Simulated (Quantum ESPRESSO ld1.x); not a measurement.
Problem. These are the eigenvalues of the occupied orbitals of an atom or ion with whole-number occupations (eV). Method: non-relativistic Kohn-Sham, LDA (Slater exchange, VWN5 correlation), spin-polarised, spherical densities, point nucleus; computed with ld1.x of Quantum ESPRESSO 7.5.

orbital  eigenvalue
1s         -2869.87
2s         -380.476
2p         -322.913

Which element is it, and in what charge state? The configuration may be excited. Open shells, if any, are filled with parallel spins first.

Solution. Z = 17, chlorine, charge +7: Cl7+ in [Ne]. The list shows which subshells hold electrons but not how many an open one holds; the 1s level, -105.47 hartree, gives Z - s = 14.5 by -(Z - s)^2/2, which with screening narrows Z to a few neighbours, and the depths of the outer levels then fix element, charge and occupations together.
